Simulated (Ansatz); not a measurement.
Input for Ansatz (a quantum-chemistry and plane-wave program): R-CCSD(T)/cc-pVTZ on GeH3N (SMILES [NH2][GeH]), a point of a torsion scan. The run froze 15 orbitals, filled d shells among them.

Ansatz 0.2 input:
```yaml
crystal:
  periodic: [false, false, false]
  atoms:
    - {symbol: N, position_ang: [-0.62690964, -0.09852496, -0.13553243]}
    - {symbol: Ge, position_ang: [1.12442220, -0.54258530, -0.23011998]}
    - {symbol: H, position_ang: [-1.35618143, -0.63244247, 0.31220893]}
    - {symbol: H, position_ang: [-0.90166357, 0.87492620, -0.14202300]}
    - {symbol: H, position_ang: [0.77317520, -2.14426772, -0.19635241]}
basis:
  gaussian:
    orbitals: cc-pVTZ
magnetization: {spin_polarized: false}
correlation: {method: ccsd_t, electrons: outside_noble_gas}
scf: {lower_state_search: off}
```

**Question.** Give the final energy of this run.

**Answer.** -2131.9690 hartree (reference determinant -2131.6116, T1 diagnostic 0.017).
